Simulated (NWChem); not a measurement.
GeHCl3; SMILES [Cl][GeH]([Cl])[Cl]

```xyz
5

Ge     0.0000     0.0000     0.4352
Cl    -0.4895     1.9411    -0.3128
Cl     1.9258    -0.5466    -0.3128
Cl    -1.4363    -1.3945    -0.3128
H      0.0000     0.0000     1.9616
```
Atoms are numbered in this order, from 1.

Results from NWChem. The geometry was optimised at PBE0/def2-SVP. Ions are spin-unrestricted doublets at the neutral geometry; other ion states weren't tried.

Q: Estimate the computed values for B3LYP/def2-SVP. Quantities: −ε(HOMO) (eV).

A: 
| Property | Value |
|---|---|
| −ε(HOMO) (eV) | 8.83 |
